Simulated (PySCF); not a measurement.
**Relaxation of singlet AsF₄⁺**

Level of theory: PBE0 in PySCF with As def2-SVP, F def2-SVP; no relativity; density-fitted integrals. A (50,194) grid was used.

A hand-made square planar start, of D4h symmetry, held to at least that symmetry:

```xyz
5
charge 1 multiplicity 1, angstrom
As    0.0000    0.0000    0.0000
F     1.8130    0.0000    0.0000
F     0.0000    1.8130    0.0000
F    -1.8130    0.0000    0.0000
F     0.0000   -1.8130    0.0000
```

Optimiser trace:
```
step  E − E(last) (kJ/mol)  largest gradient (Eh/bohr)
   0                106.73                     0.06918
   1                  0.11                     0.00281
   2                  0.02                     0.00137
   3                  0.00                     0.00001
```

It ends at D4h with As–F 1.677 Å (×4); F–As–F 90.0° (×4), F–As–F 180.0° (×2). A frequency run shows 1 imaginary mode, down to 206i cm⁻¹, so it is a saddle point. Other isomers or separated fragments may lie lower.

Final geometry:
```xyz
5
charge 1 multiplicity 1, angstrom
As    0.0000    0.0000    0.0000
F     1.6768    0.0000    0.0000
F     0.0000    1.6768    0.0000
F    -1.6768    0.0000    0.0000
F     0.0000   -1.6768    0.0000
```
